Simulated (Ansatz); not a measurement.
System: GeTe, charge 1, doublet. GeTe+ (parent SMILES [Ge]=[Te], doublet).
B3LYP-D3(BJ)/def2-TZVP minimum from Ansatz (a program for electronic structure):
```xyz
2

Ge     0.0000     0.0000    -1.5536
Te     0.0000     0.0000     0.9560
```
Charge +1, spin multiplicity 2.

Total energies in def2-QZVPP, 9 correlated electrons, 23 frozen orbitals. Radicals and triplets start from unrestricted determinants; spin-orbit coupling is neglected. Correlated methods leave the cores frozen (noble-gas shells, and filled d and f shells in the p block). Past Kr the def2 sets carry scalar-relativistic core potentials. Spin-orbit terms, left out, reach several kcal/mol for Br and I, and more for heavier atoms. The UHF reference of GeTe+ (parent SMILES [Ge]=[Te], doublet) is spin-contaminated (<S^2> up to 0.08 over the pure value in the sets run). The spin of GeTe+ (parent SMILES [Ge]=[Te], doublet) was assumed, and the state is the lowest solution found for it.

```csv
method,program,energy (Eh),minus CCSDT(Q) (mEh)
HF,Ansatz,-2342.16130,224.05
MP2,Ansatz,-2342.34517,40.18
CCSD,Ansatz,-2342.37026,15.09
CCSD(T),Ansatz,-2342.38265,2.71
CCSDT(Q),Ansatz,-2342.38535,0.00
```

Rough core times of Ansatz's runs on a shared machine: CCSD(T) 10 min, CCSDT(Q) 2 h.
